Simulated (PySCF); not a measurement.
Input for PySCF: R-M06-2X/def2-TZVPP on C2H6 (SMILES CC).

```python
from pyscf import gto, dft

mol = gto.M(
    atom='''
    C    -0.00000284    0.00000000    0.77007414
    H     1.01296359   -0.00000000    1.17442581
    H    -0.50648037    0.87725090    1.17444108
    H    -0.50648037   -0.87725090    1.17444108
    C    -0.00000284    0.00000000   -0.77007414
    H     1.01296359    0.00000000   -1.17442581
    H    -0.50648037    0.87725090   -1.17444108
    H    -0.50648037   -0.87725090   -1.17444108
    ''',
    basis='def2-tzvpp',
    charge=0, spin=0, verbose=4, max_memory=1800)
mf = dft.RKS(mol, xc='m062x').density_fit(auxbasis='def2-universal-jkfit')
mf.grids.level = 4
mf.conv_tol = 1e-9
mf.max_cycle = 150
mf.kernel()
mf.dip_moment()
```

### Question
Predict the final total energy.

### Answer
-79.8025 hartree.
